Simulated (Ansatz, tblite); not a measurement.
Forces on In₁₂N₁₂H₃₂, a nanocrystal cut from zinc blende InN (hydrogen-capped) at its PBE-D4/def2-SVP geometry. Charge 0, multiplicity 1.

In the def2 sets In takes a core potential; there is no spin–orbit coupling. The xTB rows come from tblite. Single mean-field runs in def2-SVP are fitted with def2-universal-jkfit.

GFN1-xTB (tblite), largest force 1.28 eV/Å:

```xyz
56
positions Å, forces eV/Å
N     0.434   -0.075   -3.987    0.410    0.412   -0.683
N     2.014    3.722   -0.139    0.150    0.722    0.146
N    -0.956    2.918    2.004   -0.197    0.907    0.373
N    -2.641   -0.947   -2.315   -0.793   -0.107   -0.337
N    -3.239    0.599    0.714   -0.864    0.053   -0.026
N    -0.498    1.488   -1.140   -0.002    0.791   -0.509
N     2.213   -0.823   -1.308    1.267   -0.143   -0.078
N     1.670    0.688    1.642    0.829    0.120    0.372
N    -0.743   -1.733    0.458   -0.128   -0.874    0.316
N     0.194   -3.169   -2.456    0.314   -0.836   -0.070
N    -1.180   -0.032    3.471   -0.283   -0.219    0.933
N     1.530   -2.579    2.988    0.068   -0.334    0.667
In    0.810    3.099   -1.926   -0.171   -0.838    0.371
In   -1.434    0.731   -2.950    0.451   -0.255    0.980
In    1.661   -1.721   -3.211   -0.512    0.329    0.581
In   -2.059    2.328    0.107    0.700   -0.960    0.086
In    3.203    2.154    0.971   -0.698   -0.438   -0.152
In    0.401    1.525    3.125   -0.394   -0.415   -0.890
In   -4.378   -0.197   -1.065    1.119    0.038    0.248
In   -1.689   -2.600   -1.297    0.540    0.874    0.420
In   -2.314   -1.056    1.788    0.817    0.558   -0.663
In    0.532   -0.054   -0.027   -0.623    0.128    0.161
In    2.965   -0.902    2.503   -0.650    0.227   -0.483
In    0.314   -3.478    1.331   -0.041    0.817   -0.450
H     0.217   -0.221   -4.984    0.146    0.073    0.595
H     1.052    0.759   -3.971   -0.541   -0.792   -0.026
H     2.721    4.385   -0.495   -0.394   -0.340    0.191
H     1.446    4.299    0.498    0.283   -0.498   -0.363
H    -1.674    3.258    2.664    0.394   -0.288   -0.370
H    -0.427    3.773    1.774   -0.218   -0.624    0.048
H    -3.115   -1.327   -3.153    0.310    0.090    0.229
H    -4.001    0.955    1.316    0.371   -0.075   -0.095
H     2.859   -0.022   -1.423   -0.623   -0.632    0.018
H     2.739   -1.479   -0.705   -0.527    0.475   -0.516
H    -0.067   -3.841   -3.193    0.174    0.408    0.430
H     0.705   -3.735   -1.753   -0.442    0.518   -0.666
H    -1.894    0.377    4.095    0.404   -0.170   -0.428
H    -0.773   -0.786    4.045   -0.138    0.434   -0.482
H     0.930   -2.352    3.795    0.323   -0.022   -0.595
H     2.128   -3.342    3.343   -0.338    0.403   -0.179
H    -0.161    4.484   -2.366    0.169   -0.039   -0.084
H     1.979    2.293   -2.983   -0.116    0.450    0.144
H    -2.139    1.816   -4.114   -0.130    0.130   -0.184
H     2.857   -2.352   -4.296   -0.044    0.032    0.056
H    -2.940    3.742   -0.395   -0.155    0.217   -0.073
H     3.855    2.974    2.370    0.113   -0.014   -0.182
H     4.087    1.418   -0.359    0.106    0.284    0.329
H     0.886    2.239    4.634    0.039    0.095    0.196
H    -5.003    1.195   -1.917   -0.181   -0.235    0.074
H    -5.217   -1.628   -0.519   -0.147    0.222   -0.152
H    -2.592   -4.084   -1.183   -0.156   -0.208   -0.017
H    -3.385   -2.193    2.556   -0.185   -0.168    0.118
H     3.865   -1.621    1.175    0.085    0.075    0.425
H     3.576   -0.359    4.047    0.107   -0.151   -0.117
H     1.513   -3.964    0.122   -0.163   -0.143    0.435
H    -0.838   -4.546    2.094    0.166   -0.061   -0.070
```

GFN2-xTB (tblite), largest force 0.64 eV/Å:

```
N 0.163 0.123 -0.444
N 0.108 0.428 0.044
N -0.081 0.514 0.229
N -0.268 -0.154 -0.350
N -0.500 0.100 0.125
N 0.019 0.115 -0.216
N 0.417 -0.040 -0.005
N 0.126 -0.025 -0.032
N -0.008 -0.241 -0.040
N 0.120 -0.446 -0.165
N -0.130 -0.114 0.541
N 0.056 -0.236 0.371
In -0.142 -0.319 0.291
In 0.115 -0.025 0.526
In -0.157 0.197 0.370
In 0.234 -0.352 -0.210
In -0.372 -0.295 -0.050
In 0.102 -0.174 -0.329
In 0.621 0.025 0.146
In 0.149 0.418 0.307
In 0.264 0.016 -0.389
In -0.260 0.158 0.280
In -0.338 0.181 -0.291
In -0.082 0.438 -0.083
H 0.030 0.022 0.321
H -0.264 -0.387 0.048
H -0.243 -0.333 0.086
H 0.134 -0.237 -0.159
H 0.211 -0.231 -0.191
H -0.138 -0.349 0.003
H 0.269 0.134 0.312
H 0.343 -0.108 -0.165
H -0.329 -0.197 -0.026
H -0.299 0.141 -0.186
H 0.048 0.237 0.216
H -0.213 0.301 -0.288
H 0.226 -0.040 -0.286
H -0.093 0.227 -0.285
H 0.154 0.000 -0.276
H -0.196 0.297 -0.228
H 0.146 -0.240 0.091
H -0.126 0.194 0.108
H 0.105 -0.162 0.261
H -0.259 0.123 0.206
H 0.168 -0.268 0.043
H -0.132 -0.113 -0.221
H -0.017 0.126 0.306
H -0.063 -0.160 -0.331
H 0.062 -0.170 0.098
H 0.087 0.172 -0.071
H 0.140 0.291 0.035
H 0.200 0.174 -0.177
H -0.019 0.170 0.279
H -0.125 -0.092 -0.232
H -0.142 -0.017 0.208
H 0.178 0.201 -0.125
```

r2SCAN-D4/def2-SVP (Ansatz), largest force 0.31 eV/Å:

```
N 0.061 0.071 -0.097
N -0.001 0.153 0.038
N -0.033 0.130 0.056
N -0.014 -0.033 -0.068
N -0.051 0.029 0.050
N -0.020 0.008 -0.022
N 0.112 -0.004 0.020
N 0.003 0.003 0.004
N -0.023 -0.019 -0.012
N 0.046 -0.128 0.002
N -0.045 -0.028 0.133
N -0.018 -0.061 0.142
In -0.027 -0.050 0.089
In 0.044 -0.019 0.064
In -0.045 0.024 0.036
In 0.037 -0.070 -0.009
In -0.100 -0.025 0.001
In 0.008 -0.042 -0.077
In 0.117 0.001 0.020
In 0.051 0.058 0.028
In 0.046 0.031 -0.055
In 0.008 0.022 0.048
In -0.097 0.026 -0.027
In -0.013 0.105 0.015
H 0.066 0.055 0.261
H -0.180 -0.248 -0.033
H -0.187 -0.169 0.096
H 0.171 -0.146 -0.180
H 0.192 -0.070 -0.172
H -0.150 -0.217 0.076
H 0.104 0.092 0.200
H 0.167 -0.085 -0.147
H -0.165 -0.227 0.028
H -0.131 0.182 -0.170
H 0.076 0.165 0.206
H -0.151 0.145 -0.225
H 0.188 -0.118 -0.148
H -0.117 0.208 -0.137
H 0.177 -0.075 -0.213
H -0.160 0.201 -0.088
H 0.088 -0.115 0.031
H -0.088 0.086 0.100
H 0.061 -0.094 0.101
H -0.115 0.061 0.104
H 0.074 -0.122 0.047
H -0.047 -0.069 -0.119
H -0.062 0.077 0.126
H -0.046 -0.062 -0.133
H 0.048 -0.123 0.074
H 0.067 0.126 -0.049
H 0.078 0.127 -0.011
H 0.091 0.102 -0.064
H -0.064 0.061 0.132
H -0.044 -0.048 -0.130
H -0.092 0.038 0.122
H 0.103 0.084 -0.066
```
